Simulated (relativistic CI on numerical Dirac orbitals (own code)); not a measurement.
# Radial parameters of Dy XIX

Method of calculation: Dirac-Coulomb-Breit CI, KLI orbitals optimised for each configuration, model QED, unscaled Slater integrals (own radial code, finite nucleus).

Slater integrals F^k, G^k are unscaled and averaged over j, outside the closed core [Ar] 3d10 4s2; ζ comes from projecting the Hamiltonian with its Breit term on Σ l·s of the shell.

- 4p⁶4d¹⁰4f²: F^2(4f,4f) = 177350, F^4(4f,4f) = 114590, F^6(4f,4f) = 83463, ζ(4f) = 3122.6 cm⁻¹; <r>(4f) = 0.5787, <r^2>(4f) = 0.3888 (bohr units).
- 4p⁶4d¹⁰4f5s: ζ(4f) = 3247.8, G^3(4f,5s) = 29962 cm⁻¹; <r>(4f) = 0.5715, <r^2>(4f) = 0.3791, <r>(5s) = 0.9975, <r^2>(5s) = 1.108 (bohr units).
- 4p⁶4d¹⁰4f5p: ζ(4f) = 3270.1, F^2(4f,5p) = 78438, G^2(4f,5p) = 26310, G^4(4f,5p) = 24121, ζ(5p) = 64320 cm⁻¹; <r>(4f) = 0.571, <r^2>(4f) = 0.3783, <r>(5p) = 1.059, <r^2>(5p) = 1.252 (bohr units).

Averages of the first 10 configurations, taken without configuration mixing, which lowers the lowest level and can move excited configurations by several eV; other configurations of the list can lie among them:

| Configuration | Parity | States | Average energy above the lowest level (eV) |
| --- | --- | --- | --- |
| 4p⁶4d¹⁰4f² | even | 91 | 3.8 |
| 4p⁶4d¹⁰4f5s | odd | 28 | 36.0 |
| 4p⁶4d¹⁰5s² | even | 1 | 75.7 |
| 4p⁶4d¹⁰4f5p | even | 84 | 74.9 |
| 4p⁶4d¹⁰5s5p | odd | 12 | 112.3 |
| 4p⁶4d⁹4f³ | odd | 3640 | 167.0 |
| 4p⁶4d¹⁰5p² | even | 15 | 153.4 |
| 4p⁶4d¹⁰5s5d | even | 20 | 169.6 |
| 4p⁶4d¹⁰4f5d | odd | 140 | 130.1 |
| 4p⁶4d¹⁰5p5d | odd | 60 | 208.8 |
